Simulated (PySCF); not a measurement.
Compounds:
1. SMILES C#CC#C[SiH2][Si@H](P)OC, C$_{5}$H$_{9}$OPSi$_{2}$
2. SMILES C1CPCC[SiH2]1, C$_{4}$H$_{11}$PSi
3. `C#Cc1cnncc1C=C`, C$_{8}$H$_{6}$N$_{2}$
4. SMILES CC1=C(C)P1C(F)=C(F)F, C$_{6}$H$_{6}$F$_{3}$P
5. `C#C[Si@@H](N)[SiH3]`, C$_{2}$H$_{7}$NSi$_{2}$
6. SMILES Fc1cn2ccccc2n1, C$_{7}$H$_{5}$FN$_{2}$
7. `C=CCn1ncc([SiH3])n1`, C$_{5}$H$_{9}$N$_{3}$Si

[PySCF: PBE0/pcSseg-1 with gauge-including orbitals; GFN2-xTB geometry; single conformer; non-relativistic Hamiltonian; rapidly exchanging positions averaged; no solvent model]

Referencing at the same level of theory: TMS for ¹H and ¹³C. Shifts are as computed. Against solution values, carbons near 30 ppm lie about +3 ppm off and those near 130 ppm about +5 ppm. Of 1211 compounds with measured shifts, 218 miss one by over three times the rms of a fit or turn the order of signals round; such compounds aren't used in these exercises. OH and NH positions are gas-phase values without hydrogen bonding to other molecules.

**Question.** Which show a ¹H signal above 9 ppm from a carbon-bound hydrogen?

**Answer.** 3 (9.82, 9.55: hydrogen on an aromatic CH next to a ring nitrogen).

**Question.** Which show a ¹H signal between 3 and 4.5 ppm from a carbon-bound hydrogen?

**Answer.** 1 (3.96: hydrogen on a methyl carbon bonded to O); 3 (3.41: hydrogen on a terminal alkyne carbon).

**Question.** Which give exactly 7 ¹³C signals?

**Answer.** 6 (δ 171.4, 143.3, 128.8, 128.5, 124.3, 118.3, 95.3).
